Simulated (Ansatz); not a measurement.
Isomers of Rb$_{3}$ (doublet), relaxed with B3LYP/def2-TZVP; total energies from Ansatz at PBE0/def2-TZVP.

```json
{"isomer": "A", "description": "point group C2v; 2 × Rb–Rb 4.49 Å", "energy (Eh)": "-72.27041"}
{"isomer": "B", "description": "point group C2v; 2 × Rb–Rb 4.48 Å", "energy (Eh)": "-72.27020"}
```

In the def2 sets Rb takes a core potential; there is no spin–orbit coupling.

The isomers come from a short search, and lower ones may exist.

**Question.** Work out the relative energies (1 Eh = 2625.5 kJ/mol) and the Boltzmann populations at 500 K from electronic energies alone (R = 8.314 J/mol/K).

**Answer.** ΔE: A 0.0, B 0.6 kJ/mol. RT = 4.16 kJ/mol. Factors exp(−ΔE/RT): A 1, B 0.866; sum 1.866. Populations: A 53.6 %, B 46.4 %. Zero-point energy, vibrational entropy and symmetry numbers are left out and can shift these; an error of 4 kJ/mol changes a ratio by a factor of 2.6. Over the other density-functional and correlated levels in def2 sets, the gap between A and B ranges from 0 to 1 kJ/mol.
